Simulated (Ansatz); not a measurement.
Consider the redistribution: `[F][GeH2][SH]` + `[CH3][GaH][CH2]F` → `F[CH2][GeH2][SH]` + `[CH3][GaH][F]`.

Computed with Ansatz on PBE0-D4/def2-TZVP structures; ΔE is electronic, products minus reactants. CCSD(T)/CBS is the MP2 limit (def2-TZVPP, def2-QZVPP) plus CCSD(T) − MP2 in def2-TZVPP, frozen cores. Functionals use def2-TZVPP. B3LYP here is the variant with VWN-RPA as its local correlation; programs differ in this. For Ga, Ge outer-core shells are correlated without core-valence functions, which leaves a few kJ/mol of doubt a bond. Scalar relativity is left out up to krypton. One conformer a species, not always the lowest.

`[F][GeH2][SH]`:

```xyz
6

F    -0.163    1.477    1.134
Ge   -0.082    0.454   -0.272
S     1.049   -1.368    0.217
H    -1.540    0.146   -0.625
H     0.709    1.230   -1.328
H     0.026   -1.940    0.873
```

`[CH3][GaH][CH2]F`:

```xyz
10

C     0.349   -1.378   -0.990
Ga   -0.178   -0.405    0.629
C    -0.247    1.588    0.633
F     0.111    2.121   -0.606
H     1.223   -2.003   -0.788
H    -0.455   -2.048   -1.306
H     0.584   -0.696   -1.807
H    -0.562   -1.140    1.970
H     0.428    2.009    1.388
H    -1.253    1.951    0.877
```

`F[CH2][GeH2][SH]`:

```xyz
9

F     1.716   -0.821    0.228
C     1.101    0.191   -0.492
Ge   -0.694    0.527    0.259
S    -1.895   -1.332    0.087
H     1.024   -0.125   -1.536
H     1.727    1.086   -0.434
H    -1.434    1.587   -0.570
H    -0.566    0.965    1.727
H    -0.980   -2.077    0.731
```

`[CH3][GaH][F]`:

```xyz
7

C    -0.892    0.231   -0.137
Ga    0.926   -0.378    0.217
F     2.178    0.622   -0.527
H    -1.200    0.929    0.647
H    -0.931    0.757   -1.092
H    -1.601   -0.598   -0.146
H     1.519   -1.564    1.038
```

```json
{"level": "B3LYP-D4", "ΔE (kJ/mol)": "-43.7"}
{"level": "PBE", "ΔE (kJ/mol)": "-43.0"}
{"level": "MP2/def2-TZVPP", "ΔE (kJ/mol)": "-47.7"}
{"level": "MP2/CBS(def2)", "ΔE (kJ/mol)": "-45.4"}
```

Problem. What does CCSD(T)/CBS give? (Best estimate.)

Solution. Computed: -43.7 kJ/mol. The listed levels differ from it by 0.0, 0.7, -4.0, -1.7 kJ/mol.

Largest T1 diagnostic among the species: 0.013.

In def2-TZVPP, CCSD(T) changes the Hartree–Fock value by −3.6 kJ/mol (the triples alone add −0.5 kJ/mol) and MP2 by −5.2 kJ/mol.
